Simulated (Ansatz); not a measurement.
The cluster Si4⁻. The state is a doublet with charge -1. Geometry B3LYP-D4/def2-TZVPD; atoms count from 1.

```xyz
4

Si   -0.2185   -1.9566   -0.3409
Si    0.3484   -0.2311    1.1024
Si   -0.3479    0.2310   -1.1026
Si    0.2179    1.9566    0.3411
```

The structure comes from a short search, and lower isomers may exist.

Q: Estimate the Mulliken populations from the PBE0/def2-TZVPD orbitals of Ansatz.

A: 
```
atom  charge (e)  spin (α − β)
 Si1       -0.38          0.60
 Si2       -0.12         -0.10
 Si3       -0.12         -0.10
 Si4       -0.38          0.60
```
Mulliken values and Mayer orders depend strongly on the basis. With diffuse functions, as here, like atoms can get unlike values, and bond orders can come out too low or too high.

Q: Where does the spin sit?

A: Summed by element: Si 1.00, of 1 unpaired in all. Largest on single atoms: Si4 0.60, Si1 0.60, Si3 -0.10.

Q: And the Mayer bond orders between bonded heavy atoms (over 0.3)?

A: Si1–Si2 0.94 (2.32 Å); Si1–Si3 0.94 (2.32 Å); Si2–Si3 1.14 (2.36 Å); Si2–Si4 0.94 (2.32 Å); Si3–Si4 0.94 (2.32 Å). Values over 0.3 also appear between atoms too far apart for a bond (Si1–Si4 0.40 at 4.00 Å); they arise where an orbital or an unpaired electron spreads over both atoms.
